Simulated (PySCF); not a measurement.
`CO[C@H](C)C(F)(F)C(F)(F)F`: 4 charge schemes on one density

Species: C5H7F5O.
Geometry (GFN2-xTB, Å), atoms numbered from 1 in this order:
```xyz
18
C5H7F5O angstrom
C      1.7161   -1.3868   -0.4219
O      0.9090   -0.7150    0.5270
C      0.4862    0.5688    0.1690
C      0.2079    1.3632    1.4423
C     -0.7700    0.5078   -0.7429
F     -0.4097    0.2531   -2.0295
F     -1.4020    1.7045   -0.7795
C     -1.8123   -0.5714   -0.3504
F     -1.3757   -1.7950   -0.6394
F     -2.1079   -0.5407    0.9482
F     -2.9530   -0.3900   -1.0171
H      2.0266   -2.3085    0.0636
H      2.5966   -0.7874   -0.6758
H      1.1668   -1.6262   -1.3360
H      1.2549    1.0826   -0.4327
H     -0.4993    0.8305    2.0703
H      1.1401    1.4693    1.9892
H     -0.1830    2.3476    1.2040
```

Density: PBE0/pcSseg-1 (PySCF); schemes: Mulliken, IAO, Hirshfeld and ESP-fitted. The structure is a single GFN2-xTB conformer in the gas phase; no vibrational or solvent corrections.

Q: Tabulate the Mulliken, IAO, Hirshfeld and ESP-fitted charges.

A: In e:

```json
{"atom": "C1", "environment": "methoxy carbon", "Mulliken": "-0.028", "IAO": "-0.208", "Hirshfeld": "-0.045", "ESP-fitted": "-0.198"}
{"atom": "O2", "environment": "ether oxygen", "Mulliken": "-0.509", "IAO": "-0.388", "Hirshfeld": "-0.136", "ESP-fitted": "-0.356"}
{"atom": "C3", "environment": "sp3 carbon bound to oxygen", "Mulliken": "-0.043", "IAO": "+0.068", "Hirshfeld": "+0.028", "ESP-fitted": "+0.373"}
{"atom": "C4", "environment": "methyl carbon", "Mulliken": "-0.198", "IAO": "-0.432", "Hirshfeld": "-0.134", "ESP-fitted": "-0.616"}
{"atom": "C5", "environment": "CF2 carbon", "Mulliken": "+0.417", "IAO": "+0.507", "Hirshfeld": "+0.158", "ESP-fitted": "+0.127"}
{"atom": "F6", "environment": "fluorine of a CF2 group", "Mulliken": "-0.287", "IAO": "-0.289", "Hirshfeld": "-0.089", "ESP-fitted": "-0.164"}
{"atom": "F7", "environment": "fluorine of a CF2 group", "Mulliken": "-0.281", "IAO": "-0.283", "Hirshfeld": "-0.080", "ESP-fitted": "-0.146"}
{"atom": "C8", "environment": "CF3 carbon", "Mulliken": "+0.846", "IAO": "+0.786", "Hirshfeld": "+0.242", "ESP-fitted": "+0.520"}
{"atom": "F9", "environment": "fluorine of a CF3 group", "Mulliken": "-0.254", "IAO": "-0.265", "Hirshfeld": "-0.075", "ESP-fitted": "-0.155"}
{"atom": "F10", "environment": "fluorine of a CF3 group", "Mulliken": "-0.257", "IAO": "-0.268", "Hirshfeld": "-0.068", "ESP-fitted": "-0.170"}
{"atom": "F11", "environment": "fluorine of a CF3 group", "Mulliken": "-0.257", "IAO": "-0.266", "Hirshfeld": "-0.091", "ESP-fitted": "-0.161"}
{"atom": "H12", "environment": "methyl hydrogen", "Mulliken": "+0.127", "IAO": "+0.165", "Hirshfeld": "+0.055", "ESP-fitted": "+0.152"}
{"atom": "H13", "environment": "methyl hydrogen", "Mulliken": "+0.097", "IAO": "+0.127", "Hirshfeld": "+0.041", "ESP-fitted": "+0.098"}
{"atom": "H14", "environment": "methyl hydrogen", "Mulliken": "+0.110", "IAO": "+0.137", "Hirshfeld": "+0.027", "ESP-fitted": "+0.097"}
{"atom": "H15", "environment": "methine hydrogen", "Mulliken": "+0.125", "IAO": "+0.134", "Hirshfeld": "+0.041", "ESP-fitted": "+0.067"}
{"atom": "H16", "environment": "methyl hydrogen", "Mulliken": "+0.136", "IAO": "+0.161", "Hirshfeld": "+0.035", "ESP-fitted": "+0.185"}
{"atom": "H17", "environment": "methyl hydrogen", "Mulliken": "+0.128", "IAO": "+0.158", "Hirshfeld": "+0.050", "ESP-fitted": "+0.179"}
{"atom": "H18", "environment": "methyl hydrogen", "Mulliken": "+0.130", "IAO": "+0.157", "Hirshfeld": "+0.042", "ESP-fitted": "+0.168"}
```

Mean size of the charges over all atoms: IAO 0.267 e, Mulliken 0.235 e, ESP-fitted 0.219 e, Hirshfeld 0.080 e. Each set sums to the total charge, 0, to within 0.001 e. The IAO scheme counts the electrons in orthogonalised intrinsic atomic orbitals, a minimal basis polarised so that it spans the occupied orbitals exactly. The Hirshfeld scheme divides the density at each point in proportion to the densities of the neutral, spherically averaged free atoms.

Lowest charge. The schemes don't all agree: Mulliken O2 (-0.509); IAO C4 (-0.432); Hirshfeld O2 (-0.136); ESP-fitted C4 (-0.616).

Highest charge. All schemes agree: Mulliken C8 (+0.846); IAO C8 (+0.786); Hirshfeld C8 (+0.242); ESP-fitted C8 (+0.520).

Q: How many electrons does the IAO scheme count on C4?

A: Z − q = 6 − (-0.432) = 6.432.

Q: How closely do the schemes follow one another over all atoms?

A: Correlation coefficient and root-mean-square difference: IAO with Hirshfeld 1.00, 0.220 e; Mulliken with Hirshfeld 0.97, 0.211 e; Mulliken with IAO 0.96, 0.086 e; Hirshfeld with ESP-fitted 0.88, 0.184 e; IAO with ESP-fitted 0.88, 0.153 e; Mulliken with ESP-fitted 0.78, 0.192 e.

Q: Sum the charges by element, for elements with more than one atom.

A: 
```json
{"element": "C", "atoms": "5", "Mulliken": "+0.992", "IAO": "+0.721", "Hirshfeld": "+0.249", "ESP-fitted": "+0.206"}
{"element": "F", "atoms": "5", "Mulliken": "-1.336", "IAO": "-1.371", "Hirshfeld": "-0.403", "ESP-fitted": "-0.796"}
{"element": "H", "atoms": "7", "Mulliken": "+0.853", "IAO": "+1.038", "Hirshfeld": "+0.290", "ESP-fitted": "+0.947"}
```
